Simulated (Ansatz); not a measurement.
A structure relaxed at PBE0-D4/def2-SVP in Ansatz, charge 0, singlet:

```xyz
12

C     0.2714   -0.1894   -2.3202
C     0.3843   -0.1818    2.2541
O     0.6291   -0.3431    0.8931
Sn   -0.6457    0.3582   -0.4723
H    -2.1622   -0.4076   -0.1967
H    -0.7684    2.0580   -0.2326
H    -0.3779    0.0738   -3.1668
H     0.4524   -1.2730   -2.3251
H     1.2309    0.3356   -2.4222
H     0.3247    0.8814    2.5685
H     1.2124   -0.6382    2.8252
H    -0.5508   -0.6738    2.5951
```

(1) Give its formula, name or SMILES.

(2) Summarise the bond lengths by kind (pairs closer than 1.2 times the sum of covalent radii, bridged metal pairs left out).

## Answers

(1) SnH2Me(OMe) (C₂H₈OSn).

(2) 1 × C–O 1.39 Å; 1 × C–Sn 2.13 Å; 1 × O–Sn 2.00 Å; 6 × C–H 1.10 to 1.11 Å; 2 × H–Sn 1.72 Å.

In the def2 sets Sn takes a core potential; there is no spin–orbit coupling.
